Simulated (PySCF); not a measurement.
## Unknown compound

The spectra below were simulated for a compound C$_{7}$H$_{9}$OP.

1H NMR (300 MHz, computed): δ 6.81 (m, 1H), 2.70 (m, 3H), 1.99 (m, 1H), 0.96 (m, 2H), 0.91 (m, 2H).

13C{1H} NMR (computed): δ 202.0 (C), 168.9 (C), 125.3 (CH), 21.7 (CH3), 15.7 (CH), 10.8 (CH2, 2C).

All values are calculated (PySCF): GFN2-xTB geometry, GIAO PBE0/pcSseg-1 shieldings. Isolated molecule, non-relativistic, rapidly exchanging positions averaged, one conformer.

References, each an isolated molecule treated in the same way: 1H (σ = 31.72 ppm), 13C (σ = 186.93 ppm) against TMS.

Task: Which candidate is it?
A. Cc1occ(C2CC2)p1
B. Cc1oc(C2CC2)cp1
C. C#CP1CCC(=O)CC1

Result: B. 

1. 6 carbon signals for 7 carbons: some carbons are equivalent by symmetry or fast rotation.
2. Carbon types of the structure: 2 × C, 2 × CH, 2 × CH2, 1 × CH3, which accounts for all hydrogens.
3. δC 202.0, 168.9: substituted aromatic carbon next to the ring oxygen.
4. δC 125.3: aromatic CH.
5. δC 21.7: methyl carbon on an aromatic ring; a saturated carbon with 1 carbon neighbour and no heteroatom attached.
6. δC 15.7, 10.8: three-membered-ring carbon; carbons of three-membered rings are unusually shielded.
7. δH 6.81: hydrogen on an aromatic CH; ring-current deshielding.

The others: C#CP1CCC(=O)CC1 would give 5 carbon signals, not 6; Cc1occ(C2CC2)p1 has carbons computed at 205.4, 159.2, 148.3, 22.2, 16.1, 13.2.

Splittings by 31P in the carbon and heteronuclear signals aren't shown, as no couplings were computed. Shifts are as computed. Against solution values, carbons near 30 ppm lie about +3 ppm off and those near 130 ppm about +5 ppm. Of 1211 compounds with measured shifts, 218 miss one by over three times the rms of a fit or turn the order of signals round; such compounds aren't used in these exercises. No couplings were computed; multiplicities are counted from neighbouring protons, with m where these are inequivalent, close in shift, in a saturated or five-membered ring or joined by F or P, and br s for small geminal =CH2 splittings.
